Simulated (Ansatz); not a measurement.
`C[SiH](Cl)N[SiH2]Cl` + `C=C[SiH](F)Br` → `C[SiH](Cl)Br` + `C=C[SiH](F)N[SiH2]Cl`  (redistribution)

Computed with Ansatz on PBE0-D4/def2-TZVP structures; ΔE is electronic, products minus reactants. CCSD(T)/CBS is the MP2 limit (def2-TZVPP, def2-QZVPP) plus CCSD(T) − MP2 in def2-TZVPP, frozen cores. DFT in def2-TZVPP. For Br outer-core shells are correlated without core-valence functions, which leaves a few kJ/mol of doubt a bond. Scalar relativity is left out up to krypton. One conformer a species, not always the lowest.

| species | ωB97M-V energy (Eh) |
| --- | --- |
| `C[SiH](Cl)N[SiH2]Cl` | -1596.59599 |
| `C=C[SiH](F)Br` | -3042.06920 |
| `C[SiH](Cl)Br` | -3364.30570 |
| `C=C[SiH](F)N[SiH2]Cl` | -1274.36130 |

(1) Work out ΔE.

Largest T1 diagnostic among the species: 0.011.

Results:

(1) ΔE = (-3364.30570) + (-1274.36130) − (-1596.59599) − (-3042.06920) = -0.00181 Eh = -4.8 kJ/mol. CCSD(T)/CBS gives -4.7 kJ/mol.
